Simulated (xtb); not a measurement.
Job for xtb: GFN-FF on As2BH5 (SMILES [AsH2]B[AsH2]), a point of a torsion scan.

```
$ xtb mol.xyz --gfnff --sp --chrg 0 --uhf 0
8

As     1.82299978    -0.16762112     0.11971099
B      0.03887445    -1.01731031    -0.11793989
As    -1.01923911    -0.90729502    -1.81258400
H      1.31351463     1.22358883    -0.14244815
H      1.69111310     0.04954360     1.60589391
H     -0.37274761    -1.74663594     0.71151667
H     -0.34648645     0.33179613    -2.36129814
H     -2.07129269    -0.05519447    -1.15387105
```

It printed:

```
[...]
           -------------------------------------------------
          |                Calculation Setup                |
           -------------------------------------------------



          ==================== Thresholds ====================
          CN  :   150.00000
          rep :   500.00000
          disp:  2500.00000
          HB1 :   250.00000
          HB2 :   450.00000

          Pauling EN used:
          Z : 1  EN :  2.20
          Z : 5  EN :  2.04
          Z :33  EN :  2.18
          electric field strengths (au): 0.000

           -------------------------------------------------
          |           Force Field Initialization            |
           -------------------------------------------------

          distances ...
          ----------------------------------------
          generating topology and atomic info file ...
          pair mat ...
          computing topology distances matrix with Floyd-Warshall algo ...
          making topology EEQ charges ...
          #fragments for EEQ constrain: 1
          ----------------------------------------
          generating topology and atomic info file ...
          pair mat ...
          computing topology distances matrix with Floyd-Warshall algo ...
          making topology EEQ charges ...
          #fragments for EEQ constrain: 1
          rings ...
          # BATM   24
          # H in HB   5
          doing iterative Hueckel for 1 subsystem(s) ...

  atom   neighbors  erfCN metchar sp-hybrid imet pi  qest     coordinates
    1  As      3    2.82   0.01         3    0    0   0.078    3.444970   -0.316758    0.226221
    2  B       3    2.76   0.02         2    0    0  -0.149    0.073462   -1.922438   -0.222874
    3  As      3    2.82   0.01         3    0    0   0.078   -1.926083   -1.714539   -3.425287
    4  H       1    0.97   0.00         0    0    0  -0.013    2.482183    2.312248   -0.269188
    5  H       1    0.97   0.00         0    0    0  -0.013    3.195741    0.093624    3.034700
    6  H       1    0.96   0.01         0    0    0   0.044   -0.704391   -3.300664    1.344572
    7  H       1    0.97   0.00         0    0    0  -0.013   -0.654764    0.627004   -4.462207
    8  H       1    0.97   0.00         0    0    0  -0.013   -3.914176   -0.104302   -2.180500

          #atoms :   8
          #bonds :   7
          #angl  :   9
          #tors  :   8
          #nmol  :   1
          #optfrag :   1
           -------------------------------------------------
          |                   G F N - F F                   |
          |          A general generic force-field          |
          |                  Version 1.0.3                  |
           -------------------------------------------------
          Number of HB bonds (bound hydrogen)     0
          Number of HB bonds (unbound hydrogen)   0
          Number of XB bonds                      0

 E+G (total)                   0 d,  0 h,  0 min,  0.001 sec
 distance/D3 list               ...        0 min,  0.000 sec (  0.415%)
 non bonded repulsion           ...        0 min,  0.000 sec ( 28.279%)
 dCN                            ...        0 min,  0.000 sec (  1.726%)
 EEQ energy and q               ...        0 min,  0.000 sec (  6.457%)
 D3                             ...        0 min,  0.000 sec ( 16.361%)
 EEQ gradient                   ...        0 min,  0.000 sec (  3.351%)
 bonds                          ...        0 min,  0.000 sec (  4.139%)
 bend and torsion               ...        0 min,  0.000 sec (  9.840%)
 bonded ATM                     ...        0 min,  0.000 sec ( 22.389%)
 HB/XB (incl list setup)        ...        0 min,  0.000 sec (  4.394%)
Note: The following floating-point exceptions are signalling: IEEE_UNDERFLOW_FLAG IEEE_DENORMAL
normal termination of xtb

         :::::::::::::::::::::::::::::::::::::::::::::::::::::
         ::                     SUMMARY                     ::
         :::::::::::::::::::::::::::::::::::::::::::::::::::::
         :: total energy              -0.582265366560 Eh    ::
         :: gradient norm              0.020083199027 Eh/a0 ::
         ::.................................................::
         :: bond energy               -0.605047563275 Eh    ::
         :: angle energy               0.004627153494 Eh    ::
         :: torsion energy             0.000324874022 Eh    ::
         :: repulsion energy           0.026101620517 Eh    ::
         :: electrostat energy        -0.004457262241 Eh    ::
         :: dispersion energy         -0.003736805893 Eh    ::
         :: HB energy                  0.000000000000 Eh    ::
         :: XB energy                  0.000000000000 Eh    ::
         :: bonded atm energy         -0.000077383183 Eh    ::
         :: external energy            0.000000000000 Eh    ::
         :: add. restraining           0.000000000000 Eh    ::
         :: total charge               0.000000000000 e     ::
         :::::::::::::::::::::::::::::::::::::::::::::::::::::

           -------------------------------------------------
          |                Property Printout                |
           -------------------------------------------------

molecular dipole:
                 x           y           z       tot (Debye)
 q only:        0.073      -0.064      -0.118       0.389

           -------------------------------------------------
          | TOTAL ENERGY               -0.582265366560 Eh   |
          | GRADIENT NORM               0.020083199027 Eh/α |
           -------------------------------------------------
########################################################################
[WARNING] Runtime exception occurred
-1- gfnff_setup: Could not read topology file.
########################################################################

------------------------------------------------------------------------
------------------------------------------------------------------------
 total:
 SCF:
```

The run finished.

Cost: roughly 0.06 core-seconds.
